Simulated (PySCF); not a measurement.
**Exercise with solution: oscillator strength and radiative lifetime**

FH5O3Si2, SMILES O[Si](O)(O)[SiH2]F.

The structure is a stationary point at r2SCAN-D4/def2-SVP. This is a generated structure with no PubChem entry under its InChIKey; it may be hypothetical. Other conformers were not sampled.

TDA-M06-2X/def2-SVPD (PySCF) puts the first singlet state with f over 0.02 at 6.53 eV (vertical), with the transition dipole (0.325, -0.394, 0.123) in atomic units.

Problem. Find the oscillator strength, the wavelength and the radiative lifetime that this transition would have in vacuum if emission retraced absorption.

Solution. 
|μ|² = 0.2760 au, so |μ| = 1.34 D. ΔE = 6.53/27.211 = 0.2400 hartree. f = (2/3) ΔE |μ|² = 0.044 (the program prints 0.044).
λ = 1239.84/6.53 = 190 nm; ν = 52668 cm⁻¹.
Einstein's coefficient A = 0.6670 ν² f s⁻¹ (ν in cm⁻¹) = 8.2e7 s⁻¹, so τ = 1/A = 12 ns. This state is S1. The figure is the radiative limit of this one transition; relaxation, internal conversion, crossing to triplets and a medium change what is measured.
